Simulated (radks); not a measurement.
Ionisation of the oxygen ion O2+, [He] 2s2 2p2, to [He] 2s2 2p1 as the strength of local exchange is varied. Calculated with a radial shooting solver on a logarithmic mesh with Libxc functionals: Dirac Kohn-Sham, Slater X-alpha exchange (alpha = 2/3 is LDA exchange), no correlation, spin-unpolarised, spherical densities, point nucleus; open shells fill j = l - 1/2 first.

| alpha | E(O2+) (hartree) | exchange (hartree) | IE (eV) | -e of the level emptied (eV) | <r> of it (bohr) |
|---|---|---|---|---|---|
| 0.644 | -72.03171 | -6.09945 | 51.790 | 41.238 (2p1/2) | 1.010 |
| 0.667 | -72.24977 | -6.33043 | 52.313 | 41.733 (2p1/2) | 1.006 |
| 0.799 | -73.51003 | -7.67352 | 55.368 | 44.628 (2p1/2) | 0.9821 |
| 0.907 | -74.55224 | -8.79456 | 57.933 | 47.068 (2p1/2) | 0.9636 |
| 0.965 | -75.11607 | -9.40482 | 59.335 | 48.406 (2p1/2) | 0.9540 |
| 0.979 | -75.25260 | -9.55299 | 59.676 | 48.732 (2p1/2) | 0.9517 |
| 0.985 | -75.31116 | -9.61659 | 59.822 | 48.872 (2p1/2) | 0.9507 |
| 0.999 | -75.44792 | -9.76523 | 60.165 | 49.199 (2p1/2) | 0.9485 |

NIST Atomic Spectra Database: 54.936 eV (semi-empirical). The Delta-SCF value meets it near alpha = 0.78. Spin polarisation and multiplet splitting are left out, so open shells lie too high by an amount that depends on their filling.

Beside tabulated values, note that spin-unpolarised runs miss the spin-polarisation part of the exchange energy of open shells.
